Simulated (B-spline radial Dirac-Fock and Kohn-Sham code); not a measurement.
The computed values come from a radial B-spline solver: Dirac-Fock (average of configuration) total-energy differences with a finite nucleus, the Breit interaction including its frequency dependence, and self-energy and vacuum-polarisation corrections. Free neutral atoms.

Question: Order these X-ray lines by photon energy, lowest first.
A. Ni Lℓ
B. Rb Lη
C. Ne Kα1
D. Mg Kα1
E. Au Mζ2
F. Tl Mζ1

Answer: A (739.8 eV), C (849.5 eV), D (1254.5 eV), B (1539.6 eV), E (1643.6 eV), F (1774.1 eV).
